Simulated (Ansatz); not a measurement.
Job for Ansatz (an electronic-structure program): U-wB97X-V/def2-TZVPP on ClGaH2 (SMILES [Cl][GaH2]), a point of a bond scan (R = 2.383 Å).

Ansatz 0.2 input:
```yaml
crystal:
  periodic: [false, false, false]
  atoms:
    - {symbol: Ga, position_ang: [-0.00289679, -0.23188832, -0.67116797]}
    - {symbol: H, position_ang: [-1.40910429, -0.31184703, -1.33456264]}
    - {symbol: H, position_ang: [1.39793515, -0.58224349, -1.25325605]}
    - {symbol: Cl, position_ang: [0.00682301, 0.54618242, 1.58084787]}
basis:
  gaussian:
    orbitals: def2-TZVPP
hamiltonian:
  xc: {name: wB97X-V}
magnetization: {spin_polarized: true, initial_magnetization: 0}
```

### Question
Predict the final total energy.

### Answer
-2386.0501 hartree.

### Question
How many basis functions does it have, and what does it roughly cost on one machine?

### Answer
118 functions; around 15 core-seconds (rough).
